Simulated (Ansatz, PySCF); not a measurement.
Species: CsF (charge -1, doublet). 
Coordinates optimised at B3LYP-D3(BJ)/def2-TZVP (Ansatz, a program for electronic structure):
```xyz
2

Cs     0.0000     0.0000    -0.3508
F      0.0000     0.0000     2.1438
```
Charge -1, spin multiplicity 2.

Total electronic energies in hartree. Cores are frozen in the correlated levels unless marked. Open shells are spin-unrestricted. Spin-orbit coupling is left out. The frozen core is the preceding noble-gas configuration, with the filled d and f shells of earlier blocks. The outer core of K, Ca and their heavier congeners is not correlated, a term that matters for these elements. Past Kr the def2 sets carry scalar-relativistic core potentials. CBS(X,Y): correlation extrapolated as X^-3; Hartree-Fock from the larger set. [CCSD(T)-MP2]/basis is that difference in the basis named.

```
level                                                                 program  energy (Eh)
-------------------------------------------------------------  --------------  -----------
RI-HF/def2-TZVPPD                                                      Ansatz   -119.38815
PBE0-D3(BJ)/def2-TZVP                                          Ansatz + dftd3   -120.00665
MN15-D3(BJ)/def2-TZVPD                                          PySCF + dftd3   -119.98146
RPA@PBE/def2-TZVPP                                                     Ansatz   -119.77539
MP2/def2-SVP                                                           Ansatz   -119.44758
MP2/def2-TZVPP                                                         Ansatz   -119.65907
SCS-MP2/def2-TZVPP                                                     Ansatz   -119.65078
RI-MP2/CBS(def2-TZVPPD,def2-QZVPPD)+[CCSD(T)-MP2]/def2-TZVPPD          Ansatz    -119.7223
CCSD(T)/CBS(def2-TZVPPD,def2-QZVPPD)                                   Ansatz    -119.7211
```

Totals of different functionals don't rank their quality; only differences between species are comparable.
